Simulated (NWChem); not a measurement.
Species: C2H7FSi2; SMILES F[C@H]1C[SiH2][SiH2]1

```xyz
12

F      0.5394     1.5833     0.9575
C      0.2600     1.1074    -0.3418
C      1.2594    -0.0239    -0.6618
Si     0.4179    -1.4420     0.3490
Si    -1.3532     0.0222    -0.1586
H      0.3029     1.9757    -1.0356
H      1.1960    -0.2821    -1.7415
H      2.3106     0.2555    -0.4387
H      0.8368    -1.4950     1.7910
H      0.5102    -2.8238    -0.2407
H     -1.9836    -0.2796    -1.4950
H     -2.3939     0.5377     0.7952
```
Atoms are numbered in this order, from 1.

Level: PBE-D3(BJ)/def2-SVP (NWChem), optimised geometry, unscaled harmonic frequencies. 

| frequency (cm⁻¹) | IR intensity (km/mol) |
|---|---|
| 121 | 1.4 |
| 205 | 2.5 |
| 306 | 2.3 |
| 345 | 11.5 |
| 414 | 0.0 |
| 441 | 0.2 |
| 478 | 0.7 |
| 562 | 7.5 |
| 609 | 2.8 |
| 619 | 51.2 |
| 644 | 3.6 |
| 711 | 94.4 |
| 743 | 58.6 |
| 781 | 20.7 |
| 890 | 68.3 |
| 898 | 44.7 |
| 907 | 79.3 |
| 956 | 42.9 |
| 1070 | 16.0 |
| 1108 | 6.7 |
| 1167 | 9.7 |
| 1270 | 9.4 |
| 1342 | 11.8 |
| 2142 | 89.3 |
| 2157 | 100.2 |
| 2173 | 38.9 |
| 2180 | 132.4 |
| 2979 | 8.6 |
| 2990 | 33.1 |
| 3048 | 4.3 |

```
Property                                                                            Value
-----------------------------------------------------------------------  ----------------
zero-point energy                                                           48.9 kcal/mol
thermal correction to the enthalpy at 298.15 K (with zero-point energy)     53.9 kcal/mol
heat capacity Cv                                                         26.4 cal/(mol K)
entropy at 298.15 K and 1 atm (symmetry number 1)                        80.4 cal/(mol K)
dipole moment                                                                      1.44 D
```

Rigid rotor and harmonic oscillator.
